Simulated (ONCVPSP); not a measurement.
## Building the ONCV potential for tantalum (Ta) (PBEsol, scalar-relativistic).

- Element: tantalum
- Generator: ONCVPSP 4.0.1
- Type: optimised norm-conserving Vanderbilt (ONCV)
- Functional: PBEsol
- Relativity: scalar-relativistic
- Frozen core: [Kr] 4d10 4f14
- Valence charge: 13
- Reference configuration: 5s2 5p6 5d3 6s1 6p1
- Partial waves: 5s+6s: rc 1.65 bohr, ncon 4, nbas 8, qcut 7.6 1/bohr, 2 projectors; 5p+6p: rc 2.50 bohr, ncon 4, nbas 7, qcut 4.5 1/bohr, 2 projectors; 5d: rc 2.85 bohr, ncon 4, nbas 8, qcut 5.4 1/bohr, 3 projectors, debl 2.1 Ha
- Local potential: polynomial inside 1.45 bohr (lpopt 3, dvloc0 0 Ha)
- Core correction: Teter function, fcfact 4, rcfact 1.2

Poles of the logarithmic derivatives, all-electron (AE) and pseudo (PS). s: poles at -2.1 (AE) and -2.1 (PS) Ha. p: poles at -1.4, 2.2 (AE) and -1.4, 2.2 (PS) Ha. d: poles at 0.0, 2.6 (AE) and 0.0, 2.6 (PS) Ha. Test radii: s 1.67, p 2.55, d 2.89 bohr.

- Cutoffs needed: 21 Ha and 25 Ha (the cutoffs (Ha) at which the residual kinetic energy of the hardest occupied pseudo-wave falls to 1 and 0.1 mHa per electron)
- Ghost test: no bound ghost flagged; GHOST(+) flagged for s at 329.6 eV
- Configuration tests: 1 of 4 tests not solved or not reliable
- rms error of d²Exc/dni dnj: 5.39 mHa without and 1.96 mHa with the model core
